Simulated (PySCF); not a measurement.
A small calculation by hand: dipole moment from atomic charges

CH5BeNO, SMILES C[O][Be][NH2]. Atoms are numbered in the order given.

```xyz
9

Be    -0.2393     0.4155     0.5609
O      0.4833     0.0337    -0.6006
C      0.7211    -0.9790    -1.5236
H      0.4574    -0.6486    -2.5546
H      1.7996    -1.2586    -1.5391
H      0.1383    -1.9063    -1.3105
N     -1.0015     0.8287     1.7925
H     -0.6957     0.6878     2.7576
H     -1.9250     1.2668     1.8023
```

The structure is a stationary point at PBE-D3(BJ)/def2-SVP. Other conformers were not sampled.

Charges (e) from PBE/def2-TZVPD run with PySCF:

```json
[
 {"atom": "Be1", "IAO": "1.584", "ESP fit": "1.038"},
 {"atom": "O2", "IAO": "-1.013", "ESP fit": "-0.602"},
 {"atom": "C3", "IAO": "-0.192", "ESP fit": "-0.071"},
 {"atom": "H4", "IAO": "0.129", "ESP fit": "0.082"},
 {"atom": "H5", "IAO": "0.129", "ESP fit": "0.083"},
 {"atom": "H6", "IAO": "0.122", "ESP fit": "0.045"},
 {"atom": "N7", "IAO": "-1.286", "ESP fit": "-1.514"},
 {"atom": "H8", "IAO": "0.263", "ESP fit": "0.470"},
 {"atom": "H9", "IAO": "0.263", "ESP fit": "0.469"}
]
```

The dipole moment of the full density is 0.79 D.

What dipole moment does each set of point charges give, and which comes closer to that of the density?


μ = Σ q r, and 1 e Å = 4.8032 D.
IAO: Σ q r = (-0.100, -0.218, -0.004) e Å, |μ| = 1.15 D.
ESP fit: Σ q r = (-0.111, -0.100, 0.083) e Å, |μ| = 0.82 D.
ESP fit comes closer in size. Point charges leave out the atoms' own dipoles (lone pairs, polarised bonds); fits to the potential absorb them, partitions of the density don't.
